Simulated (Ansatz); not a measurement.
Geometry optimisation, RKS r2SCAN/6-31G* (Ansatz).

Input file:

```yaml
crystal:
  periodic: [false, false, false]
  atoms:
    - { symbol: B, position_ang: [-1.0223, -0.2669, 0.0814] }
    - { symbol: C, position_ang: [0.4893, -0.0972, -0.977] }
    - { symbol: F, position_ang: [-1.712, -1.3498, -0.2381] }
    - { symbol: F, position_ang: [-1.6903, 0.8777, 0.2098] }
    - { symbol: H, position_ang: [0.3768, 0.2491, 1.8256] }
    - { symbol: F, position_ang: [-0.4919, -0.556, 1.6508] }
    - { symbol: H, position_ang: [0.8048, 0.6065, 0.1882] }
    - { symbol: F, position_ang: [1.1568, 0.9739, 1.2775] }
    - { symbol: H, position_ang: [-0.0747, -0.4119, -1.857] }
    - { symbol: H, position_ang: [0.9246, 0.8442, -1.3377] }
    - { symbol: H, position_ang: [1.2392, -0.8698, -0.8233] }
basis:
  gaussian: { orbitals: "6-31G*" }
hamiltonian:
  xc: r2scan
relax:
  f_tol: 0.15
  max_steps: 25
  restrain:
    - { distance: [0, 5], at: 1.41, k: 30.0 }
    - { distance: [4, 7], at: 0.88, k: 30.0 }
    - { distance: [6, 1], at: 1.07, k: 30.0 }
    - { distance: [0, 1], at: 2.9, k: 30.0 }
    - { distance: [4, 5], at: 2.18, k: 30.0 }
    - { distance: [6, 7], at: 2.18, k: 30.0 }
```

Run as:

```bash
$ ansatz run input.yaml --threads 2 --pin off --max-ram 3072MiB --backend cpu --events-out ev --progress --plain --runs-dir out
```

Problem. Where does it end, and by what steps?

Solution. The run converged. The restraints hold the end off the free minimum. After 7 steps the energy has fallen by 2.240 eV (the restraints' own energy left out); H10 moved furthest, 0.70 Å. Joined: C2–H7 (1.40 → 1.08 Å), H5–F8 (1.20 → 0.92 Å).

| step | energy less start (eV) | largest force component (eV/Å) | accepted |
| --- | --- | --- | --- |
| 0 | 0.0000 | 1.491 | yes |
| 1 | -0.0521 | 2.587 | yes |
| 2 | -0.5504 | 3.876 | yes |
| 3 | -1.3248 | 2.596 | yes |
| 4 | -2.0044 | 1.551 | yes |
| 5 | -2.1782 | 1.171 | yes |
| 6 | -2.2238 | 1.267 | yes |
| 7 | -2.2400 | 1.094 | yes |

```xyz
11
Properties=species:S:1:pos:R:3
B -1.460 -0.414 0.507
C 0.863 -0.048 -1.201
F -1.984 -1.237 -0.376
F -1.736 0.868 0.497
H 0.712 0.575 2.184
F -0.703 -0.937 1.516
H 0.847 0.398 -0.214
F 0.818 1.369 1.740
H -0.138 -0.268 -1.582
H 1.332 0.666 -1.884
H 1.448 -0.972 -1.185
```

Run time: 19 s on 2 threads of Intel(R) Xeon(R) Platinum 8488C (Sapphire Rapids), with other jobs on the host, peak memory 0.17 GiB.
